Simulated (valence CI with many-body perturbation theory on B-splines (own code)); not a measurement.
# Missing levels of Bi44+

Method: valence CI with perturbative core correlation (CI+MBPT): three valence electrons over a frozen Dirac-Fock core [Kr], radial functions for each j: 7 s, 7 p, 8 d, 6 f, 4 g, 1 h, with the one-electron correlation potential Σ1 (screened to all orders), the two-electron term Σ2, the three-electron term Σ3, Breit, model QED; selected single and double excitations, second order for the rest, scaled by the run's own slope (own B-spline code, finite nucleus).

The last digits are not significant, and no measured levels were compared; by estimate large intervals hold to a few tenths of a per cent, small ones and those within an open d or f shell to about a per cent. The list stops below the first excitations out of the core.

```tsv
Level	E (cm⁻¹)
(4d3/2^3) J=3/2	0
(4d3/2^2 4d5/2) J=5/2 [a]	244020
(4d3/2^2 4d5/2) J=3/2	?
(4d3/2^2 4d5/2) J=7/2	282930
(4d3/2^2 4d5/2) J=9/2	283780
(4d3/2^2 4d5/2) J=1/2	285450
(4d3/2^2 4d5/2) J=5/2 [b]	368980
(4d3/2 4d5/2^2) J=7/2 [a]	?
(4d3/2 4d5/2^2) J=9/2	540090
(4d3/2 4d5/2^2) J=3/2 [a]	?
(4d3/2 4d5/2^2) J=1/2	?
(4d3/2 4d5/2^2) J=5/2 [a]	570280
(4d3/2 4d5/2^2) J=11/2	575740
(4d3/2 4d5/2^2) J=5/2 [b]	603860
(4d3/2 4d5/2^2) J=7/2 [b]	?
(4d3/2 4d5/2^2) J=3/2 [b]	678180
(4d5/2^3) J=9/2	816480
(4d5/2^3) J=3/2	864090
(4d5/2^3) J=5/2	?
```

Levels are named by their leading jj configuration (3d3/2^4 stands for four electrons in 3d with j = 3/2), which in mixed levels can hold well under half, so a name can repeat and another be missing. Letters in brackets count levels of one name in rising energy.

Q: The levels stand in rising order. What does the calculation give for the missing energies?

A: (4d3/2^2 4d5/2) J=3/2 265320; (4d3/2 4d5/2^2) J=7/2 [a] 521450; (4d3/2 4d5/2^2) J=3/2 [a] 555540; (4d3/2 4d5/2^2) J=1/2 566690; (4d3/2 4d5/2^2) J=7/2 [b] 606320; (4d5/2^3) J=5/2 902130.
